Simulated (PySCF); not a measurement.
Compound: C6H12AlOP.
Atom-mapped SMILES: `[CH:1]#[C:2][P+:3]1([AlH3-:4])[CH2:5][CH2:6][O:7][CH2:8][CH2:9]1`

Geometry (PBE0-D3(BJ)/def2-SVP, Å), atoms numbered from 1 in this order:
```xyz
21
C6H12AlOP angstrom
C      2.3391    2.7732   -0.2520
C      1.6179    1.7989   -0.1797
P      0.6753    0.3225   -0.0904
Al     1.8832   -1.8480   -0.3791
C     -0.7040    0.5414   -1.2882
C     -1.8271   -0.4277   -0.9192
O     -2.3422   -0.1907    0.3627
C     -1.4626   -0.5214    1.4023
C     -0.2681    0.4292    1.4854
H      2.9796    3.6353   -0.3153
H      3.3986   -1.3757   -0.5823
H      1.0522   -2.3531   -1.6621
H      1.4623   -2.4885    1.0372
H     -1.0640    1.5808   -1.2446
H     -0.3240    0.3342   -2.2999
H     -1.4673   -1.4725   -1.0119
H     -2.6614   -0.3018   -1.6248
H     -2.0392   -0.4619    2.3370
H     -1.1045   -1.5657    1.2979
H     -0.6100    1.4645    1.6372
H      0.3998    0.1458    2.3130
```

Probes without a nucleus sit at each ring's centroid and 1 Å off its mean plane on both sides; NICS is minus the shielding there, NICSzz its component along the normal. Level: GIAO B3LYP/pcSseg-1 (PySCF, non-relativistic, gas phase) on the PBE0-D3(BJ)/def2-SVP geometry, one conformer.

Ring bond lengths (Å): P3–C5 1.840, C5–C6 1.529, C6–O7 1.402, O7–C8 1.401, C8–C9 1.529, C9–P3 1.840.

Give the NICS values of each ring in ppm.

```csv
ring,type,NICS(0),"NICS(1), two faces","NICS(1)zz, two faces",rms pucker (Å),"centre to ring atoms, mean (Å)"
P3–C5–C6–O7–C8–C9,6-membered ring with O and P; formal bonds all single,-2.8,-1.6 / -2.6,4.0 / 1.6,0.26,1.52
```

What do they say, and how far can they be read as aromaticity?

- P3–C5–C6–O7–C8–C9: mean NICS(1)zz 2.8 ppm, near zero. P3, C5, C6, C8, C9 have four or more neighbours; no verdict on aromaticity is drawn.

What are the shieldings of the ring atoms and their hydrogens in the same run (means over atoms taken as equivalent)?

```csv
atoms,environment,σ isotropic (ppm),"principal values of the symmetric part, first atom (ppm)"
P3,phosphorus bonded to Al and 3 C,370.5,"341.6, 368.2, 401.5"
C5 (×2),sp3 carbon bound to phosphorus,151.2,"141.0, 151.2, 161.2"
C6 (×2),sp3 carbon bound to oxygen,112.5,"85.5, 91.2, 160.7"
O7,cyclic ether oxygen,284.8,"233.2, 291.2, 330.1"
H14 (×2),methylene hydrogen,29.36,"25.4, 28.2, 34.4"
H15 (×2),methylene hydrogen,29.71,"26.1, 27.6, 35.4"
H16 (×2),methylene hydrogen,27.72,"23.4, 27.8, 32.0"
H17 (×2),methylene hydrogen,27.32,"22.2, 26.5, 33.2"
```

How do the values depend on the level or the medium?

| level | NICS(0), P3–C5–C6–O7–C8–C9 | mean NICS(1)zz, P3–C5–C6–O7–C8–C9 |
| --- | --- | --- |
| B3LYP/pcSseg-1, gas | -2.8 | 2.8 |
| PBE0/pcSseg-1, gas | -3.0 | 2.7 |
| PBE0/pcSseg-1, IEF-PCM chloroform | -2.9 | 2.7 |

The geometry is the same throughout; the continuum's cavity takes Bondi-type radii × 1.2.
